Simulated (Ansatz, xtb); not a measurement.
## Relative energy of two structures of AlHNOSi

Structure I: a doublet given by its coordinates. Structure II: `[OH][Al][N]=[Si]`, a doublet. Both are isolated molecules in the gas phase, relaxed with r2SCAN-D4/def2-SVP; the shapes shown needn't be the lowest conformers.

I (Å):

```yaml
atoms:
  - { symbol: Al, position_ang: [-2.3654, -0.3896, -1.9471] }
  - { symbol: N, position_ang: [-1.8498, -0.2159, -0.1911] }
  - { symbol: O, position_ang: [-1.7161, -2.0458, -1.8354] }
  - { symbol: Si, position_ang: [-1.2496, -1.8642, -0.2191] }
  - { symbol: H, position_ang: [-1.8476, 0.4575, 0.5697] }
```

Close contacts (Å): Al1–N2 1.84, Al1–O3 1.78, Al1–Si4 2.53, N2–Si4 1.75, O3–Si4 1.69, N2–H5 1.02.

II (Å):

```yaml
atoms:
  - { symbol: Al, position_ang: [-0.5746, -0.1943, 0.1766] }
  - { symbol: N, position_ang: [0.9338, -0.4506, -0.7705] }
  - { symbol: O, position_ang: [-0.6622, 0.9288, 1.4645] }
  - { symbol: Si, position_ang: [2.1385, -0.8361, -1.7282] }
  - { symbol: H, position_ang: [0.0774, 1.4768, 1.7497] }
```

Quicker runs give these differences E(II) − E(I): GFN2-xTB +4.6 kcal/mol; HF/STO-3G +57.6 kcal/mol (at GFN2-xTB geometries); r2SCAN-D4/def2-SVP//GFN2-xTB +25.5 kcal/mol.

Q: Estimate E(II) − E(I) at the level CCSD(T)/def2-SVP + ΔMP2/def2-TZVPP.

A: Calculated at CCSD(T)/def2-SVP + ΔMP2/def2-TZVPP: E(II) − E(I) = +20.7 kcal/mol, so structure I lies lower.

The same difference at several levels:

| level | geometry | E(II) − E(I) (kcal/mol) | departure from the last row (kcal/mol) | job, with rough time for the two |
| --- | --- | --- | --- | --- |
| GFN2-xTB | GFN2-xTB | +4.6 | −16.0 | optimisation, 0.72 s |
| HF/STO-3G | GFN2-xTB | +57.6 | +37.0 | single point, 4 s |
| r2SCAN-D4/def2-SVP//GFN2-xTB | GFN2-xTB | +25.5 | +4.9 | single point, 12 s |
| r2SCAN-D4/def2-SVP | r2SCAN-D4/def2-SVP | +22.4 | +1.7 | optimisation, 4.3 min |
| HF/def2-SVP | r2SCAN-D4/def2-SVP | +17.0 | −3.7 | part of the CCSD(T) run |
| MP2/def2-SVP | r2SCAN-D4/def2-SVP | +15.2 | −5.5 | part of the CCSD(T) run |
| CCSD(T)/def2-SVP | r2SCAN-D4/def2-SVP | +16.7 | −4.0 | single point |
| CCSD(T)/def2-SVP + ΔMP2/def2-TZVPP | r2SCAN-D4/def2-SVP | +20.7 |  | single point, 87 s |

The levels shown agree on the order. The largest departure from CCSD(T)/def2-SVP + ΔMP2/def2-TZVPP is that of HF/STO-3G, 37.0 kcal/mol. The last row adds to CCSD(T) the change of the MP2 difference between the two basis sets, here +4.0 kcal/mol, a large step that makes the value less sure.

With harmonic frequencies from r2SCAN-D4/def2-SVP (ideal gas, rigid rotor, one conformer each, 200 K, 1 atm): on the last row, ΔE + ΔZPE = +19.5, ΔH = +20.1, ΔG = +18.9 kcal/mol.

Open shells are spin-unrestricted, with notable spin contamination under HF/STO-3G. The correlated steps freeze 12 core orbitals. Codes used: Ansatz 0.2.0, xtb 6.7.1; the last row on 1 thread of Intel(R) Xeon(R) Processor @ 2.50GHz (Skylake/Cascade Lake) on a shared host.
